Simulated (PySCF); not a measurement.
Isomers of C8H8S, from PBE0-D3(BJ)/def2-SVP geometry optimisation, gas phase in PySCF 2.14.0. One conformer each, no zero-point energy, no frequencies.

Question: Which is lower in electronic energy at this level?
A. `[CH3:1][C:2](=[S:3])[c:4]1[cH:5][cH:6][cH:7][cH:8][cH:9]1` with C1–C2–C4–C5 176°: A = 3001, B = 948.7, C = 724.6 MHz, dipole 2.99 D
B. `[CH3:1][C:2](=[S:3])[C@@:4]12[C@@H:5]3[C@H:6]4[C@@H:7]3[C@@H:8]1[C@@H:9]24` with C1–C2–C4–C5 0°: A = 3124, B = 1113, C = 932.6 MHz, dipole 3.58 D

Answer: A. That is `CC(=S)c1ccccc1`, 99.7 kcal/mol below the other.

```json
{"SMILES": "CC(=S)c1ccccc1", "mapped SMILES": "[CH3:1][C:2](=[S:3])[c:4]1[cH:5][cH:6][cH:7][cH:8][cH:9]1", "E (Eh)": "-707.01096", "relative (kcal/mol)": "0.0", "relative (kJ/mol)": "0.0", "dipole (D)": "2.99"}
{"SMILES": "CC(=S)[C@@]12[C@@H]3[C@H]4[C@@H]3[C@@H]1[C@H]42", "mapped SMILES": "[CH3:1][C:2](=[S:3])[C@@:4]12[C@@H:5]3[C@H:6]4[C@@H:7]3[C@@H:8]1[C@@H:9]24", "E (Eh)": "-706.85204", "relative (kcal/mol)": "99.7", "relative (kJ/mol)": "417.2", "dipole (D)": "3.58"}
```

As drawn, the lower has an aromatic ring, which the higher lacks; the higher has a three-membered ring, a four-membered ring and a quaternary carbon, which the lower lacks.
